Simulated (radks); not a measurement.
Values are calculated unless marked as measured or tabulated.
Valence configurations of the fluorine ion F+ (all share [He]). Code: a radial shooting solver on a logarithmic mesh with Libxc functionals. Model: Dirac Kohn-Sham, PBE, spin-unpolarised, spherical densities, finite nucleus; open shells fill j = l - 1/2 first; Fermi nuclear charge, rms radius 2.8976 fm. Order these by energy: 2s2 2p4; 2s1.5 2p4.5; 2s1 2p5; 2p6; 2s0.5 2p5.5.

Answer. From the lowest, in eV above it: 2s2 2p4 0.000; 2s1.5 2p4.5 9.558; 2s1 2p5 19.127; 2s0.5 2p5.5 28.708; 2p6 38.300. NIST lists [He] 2s2 2p4 as the ground configuration; this level of theory agrees among the configurations tried. The energies are those of spherical spin-averaged densities, not of single terms.
